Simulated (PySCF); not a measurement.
## H₃WN: breathing scan

Computed with PBE0 in PySCF with W def2-TZVP with ECP60, N def2-TZVP, H def2-TZVP; scalar-relativistic core potentials, no spin–orbit coupling; density-fitted integrals.

Rigid scan from the singlet minimum (W–H 1.715 Å (×3), W–N 1.649 Å; H–W–H 118.0° (×3), H–W–N 98.2° (×3)). Coordinate: all bonds to the central atom scaled together. Energies in kJ/mol from the minimum.

Task: Predict the curve at 0.88, 0.92, 0.96, 1.00, 1.04, 1.08, 1.14, 1.22, 1.35.

Result: 
```tsv
scale of all bonds to the centre	E (kJ/mol)	dipole size (D)
0.88	303.5	2.67
0.92	121.9	2.96
0.96	27.6	3.18
1.00	0.0	3.35
1.04	22.7	3.47
1.08	82.8	3.55
1.14	220.8	3.61
1.22	456.4	3.60
1.35	878.3	3.47
```

At long bonds a restricted determinant can lie too high, and another spin state can fall below this curve.

No spin–orbit coupling is included, which matters more the heavier the element.

Other isomers or separated fragments may lie lower.

The scan took 11 s on 2 threads of a shared Arm Neoverse V1 host; the process peaked at 1.2 GiB. Launch command: `OMP_NUM_THREADS=2 python axn.py task.json out`.
